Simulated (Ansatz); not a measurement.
`[F][Sc]([Cl])[Cl]` + NH₃ → `[NH2][Sc]([Cl])[Cl]` + H–F  (ligand exchange at the Sc–F bond)

Computed with Ansatz on PBE0-D4/def2-TZVP structures; ΔE is electronic, products minus reactants. CBS: MP2 limit from def2 TZ/QZ plus the TZ coupled-cluster correction, frozen cores. This one scheme is used for every species. DFT in def2-TZVPP. B3LYP here is the variant with VWN-RPA as its local correlation; programs differ in this. HSE06 is defined as in plane-wave codes. For Sc outer-core shells are correlated without core-valence functions, which leaves a few kJ/mol of doubt a bond. Scalar relativity is left out up to krypton. One conformer a species, not always the lowest.

```
             level  ΔE (kJ/mol)  difference from CCSD(T)/CBS
            PBE-D4        114.0                          9.0
         revPBE-D4        112.9                          7.9
           BLYP-D4        115.8                         10.8
         r2SCAN-D4        118.1                         13.1
            B97M-V        121.8                         16.8
           PBE0-D4        111.2                          6.2
          B3LYP-D4        113.8                          8.8
        r2SCANh-D4        116.2                         11.2
        r2SCAN0-D4        113.9                          8.9
          HSE06-D4        110.8                          5.8
          BHLYP-D4        114.0                          9.0
      CAM-B3LYP-D4        117.6                         12.6
           ωB97M-V        114.7                          9.7
          PBE-QIDH        111.3                          6.3
               PBE        116.9                         11.9
            revPBE        118.8                         13.8
              BLYP        121.6                         16.6
            r2SCAN        118.9                         13.9
             B3LYP        118.5                         13.5
           r2SCANh        117.1                         12.1
           r2SCAN0        115.0                         10.0
             HSE06        113.3                          8.3
             BHLYP        118.1                         13.1
         CAM-B3LYP        120.4                         15.4
           LC-ωPBE        122.8                         17.8
RPA@PBE/def2-TZVPP        106.8                          1.8
       HF/def2-SVP        124.3                         19.3
      MP2/def2-SVP        124.6                         19.6
     CCSD/def2-SVP        125.0                         20.0
  CCSD(T)/def2-SVP        124.7                         19.7
     HF/def2-TZVPP        121.0                         16.0
SCS-MP2/def2-TZVPP        110.2                          5.2
   CCSD/def2-TZVPP        110.2                          5.2
CCSD(T)/def2-TZVPP        108.8                          3.8
     HF/def2-QZVPP        122.9                         17.9
    MP2/def2-QZVPP        105.2                          0.2
SCS-MP2/def2-QZVPP        108.8                          3.8
      HF/CBS(def2)        123.2                         18.2
     MP2/CBS(def2)        102.9                         -2.1
    CCSD/CBS(def2)        106.3                          1.3
       CCSD(T)/CBS        105.0                            0
```

Largest T1 diagnostic among the species: 0.015.

In def2-TZVPP, CCSD(T) changes the Hartree–Fock value by −12.2 kJ/mol (the triples alone add −1.3 kJ/mol) and MP2 by −14.3 kJ/mol. From r2SCAN to r2SCAN0 (25 % exact exchange), in def2-TZVPP and without D4, ΔE moves by −3.9 kJ/mol. At CCSD(T), def2-SVP lies +19.7 kJ/mol from the extrapolated value and def2-TZVPP +3.8 kJ/mol.
